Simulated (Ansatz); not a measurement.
C3H2F4 (`FCC(F)=C(F)F`), 9 atoms. Charge 0, multiplicity 1. All runs use 4 threads of an Arm Neoverse V2 on a shared host. Correlated methods freeze the cores.

(1) How many basis functions does each run have, and how long does it take in Ansatz? RKS ωB97M-V/def2-SVP energy; RKS ωB97X-V/def2-TZVPP energy; RKS r2SCANh-D4/def2-TZVPP energy; RKS PBE0-D4/def2-TZVP frequencies; RKS PBE0-D4/def2-TZVP relaxation (8 steps); RHF-MP2/def2-QZVPP energy; RKS CAM-B3LYP-D4/def2-TZVPP energy; RHF-CCSD(T)/def2-TZVPP energy; RHF-CCSD(T)/def2-SVP energy; RKS PBE0-D4/def2-SVP energy; RKS ωB97M-V/def2-QZVPP energy; RKS BHLYP-D4/def2-TZVPP energy. (Estimate.)

## Answers

(1) Ansatz gave: Other jobs shared the machine, so times are rough.

| level | job | functions | wall time | peak host memory (GiB) |
| --- | --- | --- | --- | --- |
| RKS PBE0-D4/def2-SVP | energy | 108 | 0.9 s | 0.44 |
| RKS BHLYP-D4/def2-TZVPP | energy | 245 | 2.8 s | 0.6 |
| RKS CAM-B3LYP-D4/def2-TZVPP | energy | 245 | 2.9 s | 0.64 |
| RKS ωB97M-V/def2-SVP | energy | 108 | 3 s | 0.44 |
| RKS r2SCANh-D4/def2-TZVPP | energy | 245 | 4.4 s | 0.6 |
| RKS ωB97X-V/def2-TZVPP | energy | 245 | 6.5 s | 0.7 |
| RHF-CCSD(T)/def2-SVP | energy | 108 | 10 s | 0.62 |
| RKS ωB97M-V/def2-QZVPP | energy | 459 | 15 s | 1.8 |
| RHF-MP2/def2-QZVPP | energy | 459 | 20 s | 2.7 |
| RKS PBE0-D4/def2-TZVP | relaxation (8 steps) | 229 | 29 s | 0.59 |
| RKS PBE0-D4/def2-TZVP | frequencies | 229 | 2.1 min | 0.59 |
| RHF-CCSD(T)/def2-TZVPP | energy | 245 | 4.7 min | 6 |
